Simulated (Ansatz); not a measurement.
Cartesian coordinates in Å:
```
Cl -2.638 -0.213 -0.134
Sb -0.424 0.183 -0.870
Se 0.486 1.503 1.108
Te 0.445 -2.256 0.082
H 0.212 2.796 0.457
H 1.919 -2.013 -0.644
```

Charge 0, multiplicity 1. Sb, Te: def2 effective core potential.

Problem. List the r2SCAN/def2-TZVPP orbital energies in eV (the Gaussian-basis code of Ansatz). (Estimate.)

Solution. The calculation gave: Occupied: -12334.47, -2753.19, -1575.12, -1412.36, -1412.34, -1412.29, -254.56, -211.24, -193.11, -192.95, -192.95, -169.12, -155.31, -154.69, -154.61, -154.42, -118.28, -118.22, -117.97, -107.08, -107.01, -106.94, -55.06, -55.04, -54.90, -54.84, -54.81, -42.16, -42.12, -41.91, -41.86, -41.82, -35.27, -35.24, -35.17, -35.14, -35.11, -21.07, -18.52, -16.85, -14.09, -10.34, -9.78, -9.40, -8.81, -8.39, -7.67, -6.93, -6.53, -5.92. Lowest empty: -2.65, -2.22, -2.04, -0.88, -0.43, 2.63, 2.65, 2.99.
